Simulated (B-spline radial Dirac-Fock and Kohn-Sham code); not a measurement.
## L-shell conversion coefficients of Pb against transition energy

The computed values come from a B-spline atomic structure program: a Dirac-Hartree-Slater potential of the neutral atom with a Latter tail (no hole, which puts coefficients of high multipoles low close above an edge), finite nucleus with surface currents. Subshells within 1 keV of threshold and pair formation are left out.

| energy (keV) | E1 | E3 | E5 | M3 | M4 | M5 |
| --- | --- | --- | --- | --- | --- | --- |
| 18.2 | 6.80 | 2.26e+06 | 7.11e+08 | 1.32e+07 | 1.12e+09 | 3.31e+10 |
| 20 | 5.32 | 1.31e+06 | 5.53e+08 | 7.08e+06 | 5.50e+08 | 1.71e+10 |
| 25.1 | 2.93 | 347000 | 2.03e+08 | 1.61e+06 | 1.00e+08 | 3.21e+09 |
| 27.2 | 2.37 | 217000 | 1.32e+08 | 956000 | 5.53e+07 | 1.74e+09 |
| 30.2 | 1.79 | 118000 | 7.24e+07 | 488000 | 2.55e+07 | 7.80e+08 |
| 50 | 0.460 | 6290 | 2.83e+06 | 20800 | 656000 | 1.54e+07 |
| 54.3 | 0.368 | 3900 | 1.62e+06 | 12600 | 365000 | 8.09e+06 |
| 100 | 0.0706 | 119 | 22900 | 363 | 5550 | 76000 |
| 125 | 0.0389 | 34.3 | 4800 | 107 | 1300 | 14600 |
| 139 | 0.0293 | 19.1 | 2290 | 61.1 | 662 | 6790 |
| 164 | 0.0190 | 7.75 | 732 | 26.0 | 237 | 2100 |
| 200 | 0.0114 | 2.70 | 190 | 9.65 | 72.1 | 534 |
| 215 | 0.00944 | 1.85 | 117 | 6.79 | 47.3 | 328 |
| 283 | 0.00476 | 0.460 | 19.3 | 1.88 | 10.1 | 54.7 |
| 311 | 0.00379 | 0.291 | 10.6 | 1.23 | 6.05 | 30.3 |
| 381 | 0.00235 | 0.113 | 3.04 | 0.514 | 2.11 | 8.88 |
| 456 | 0.00157 | 0.0514 | 1.06 | 0.245 | 0.869 | 3.17 |
| 500 | 0.00128 | 0.0350 | 0.629 | 0.170 | 0.561 | 1.90 |
| 742 | 0.000567 | 0.00800 | 0.0810 | 0.0391 | 0.0985 | 0.253 |
| 852 | 0.000434 | 0.00508 | 0.0426 | 0.0242 | 0.0563 | 0.133 |
| 951 | 0.000352 | 0.00362 | 0.0263 | 0.0168 | 0.0368 | 0.0812 |
| 1000 | 0.000321 | 0.00312 | 0.0213 | 0.0142 | 0.0304 | 0.0654 |
| 1070 | 0.000283 | 0.00256 | 0.0161 | 0.0114 | 0.0237 | 0.0491 |
| 1440 | 0.000167 | 0.00116 | 0.00529 | 0.00459 | 0.00839 | 0.0152 |
| 2000 | 9.53e-05 | 0.000532 | 0.00183 | 0.00180 | 0.00297 | 0.00478 |
| 2200 | 8.14e-05 | 0.000429 | 0.00139 | 0.00139 | 0.00224 | 0.00351 |

Q: How fast do they fall between 1440 and 2200 keV?

A: As powers of the energy: E1 E^-1.69, E3 E^-2.35, E5 E^-3.15, M3 E^-2.83, M4 E^-3.12, M5 E^-3.46. Within one type (E or M) the higher multipoles fall faster.
